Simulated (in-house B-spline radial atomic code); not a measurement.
**Two electrons outside the [Ne] 3s2 core: Ar V (Ar4+)**

Computed with a B-spline radial code for spherical atoms: configuration interaction (CI) of the two valence electrons in the field of the frozen Dirac-Fock core, alone and with many-body perturbation theory for the core (screened one- and two-electron correlation potentials), Breit and QED terms; no-pair Dirac Hamiltonian, finite nucleus. Labels give the configuration (outer n counted up each series) and the leading LS term, or the jj pair where no LS term holds 70 %.

The outer s² shell of this core is soft: its mixing with p² is only treated to second order, so levels can be several per cent off.

Command:
```bash
python run_mb.py task.json out
```
Settings (nuclear radius in fm, box in bohr, cutoff in hartree):
```
basis_form          3
Z                   18
core_configuration  [Ne] 3s2
rms_radius          3.4274
mass_number         40
speed_of_light      137.036
box_radius          15.0
lmax                6
intervals           64
virtual_cutoff      648.0
```

Run time, properties included: 2.3 min on 1 thread of Arm Neoverse N1 (shared host).

Excitation energies (cm⁻¹):

```tsv
level	purity of the LS term	CI alone	CI + MBPT + Breit + QED	Landé g of the LS mixture
3p2 3P0	0.998	0	0	-
3p2 3P1	1.0	801	763	1.50
3p2 3P2	0.994	?	?	?
3p2 1D2	0.994	17546	14163	1.00
3p2 1S0	0.998	?	?	?
```

Task: Where does 3p2 1S0 lie?

Result: 36399 cm⁻¹ in CI alone and 38304 cm⁻¹ with all corrections.

Task: Where does 3p2 3P2 lie?

Result: 2135 cm⁻¹ in CI alone and 2022 cm⁻¹ with all corrections; g = 1.50.

Task: What is the first ionisation energy?

Result: 74.676 eV to the 3p1/2 state of the next ion (73.599 eV from CI alone). NIST lists 74.84 ± 0.17 eV (semi-empirical).
